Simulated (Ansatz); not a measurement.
**Pulling the pair apart**

The pair of Li⁺ (SMILES [Li+], atom 1) and Si2NH7 (SMILES [SiH3]N[SiH3], atoms 2–11), both closed shells, in one local arrangement (a lower one may exist), relaxed at PBE0-D4/def2-TZVP:

Li1  (0.786, 0.338, -1.985)
Si2  (1.311, 0.461, 0.612)
N3  (-0.217, 0.561, -0.289)
Si4  (-1.410, -0.763, -0.115)
H5  (2.298, 0.184, -0.498)
H6  (1.313, -0.691, 1.536)
H7  (1.628, 1.762, 1.231)
H8  (-0.665, 1.467, -0.170)
H9  (-0.714, -1.937, -0.703)
H10  (-2.588, -0.380, -0.922)
H11  (-1.742, -1.003, 1.305)
(Å)

Si2NH7 is shifted rigidly along the line between the mean atom positions of the two fragments (negative: closer). Counterpoise interaction energies in kJ/mol. Ansatz 0.2.0; basis: def2-TZVPPD; cores frozen in the correlated methods. The outer core shell of Li, Na, Mg and K is correlated.

```csv
shift (Å),PBE-D4,PBE0-D4,HF
-0.20,-147.5,-151.2,-139.9
-0.10,-156.8,-160.0,-150.5
0.00,-159.7,-162.5,-154.3
0.10,-158.5,-160.7,-153.5
0.24,-152.1,-153.6,-147.6
0.50,-133.4,-133.9,-129.0
0.99,-103.8,-102.3,-90.7
1.98,-48.5,-48.5,-43.8
```

**Question.** What does CCSD(T) give at these shifts? (Judge from chemistry; the value comes from the calculation.)

**Answer.** By the calculation: -134.7, -145.5, -149.9, -149.7, -144.5, -127.3, -90.1, -42.9 kJ/mol. For zero shift, CCSD(T) at an estimated basis limit (MP2 extrapolated from triple and quadruple zeta, plus CCSD(T) − MP2 in triple zeta) gives -154.6 kJ/mol. These are counterpoise interaction energies, counted from the two frozen fragments.

The T1 diagnostic stays at or below 0.011.

For scale, one of the runs: CCSD(T)/def2-TZVPPD, 274 basis functions, launched by `ansatz run in.yaml --threads 4 --pin off --events-out ev --progress --plain --max-ram 9574MiB`. Time: 43 s of wall clock on 4 CPU threads of an Intel Xeon 6975P-C; the host was shared. Peak host memory: 7.5 GiB.
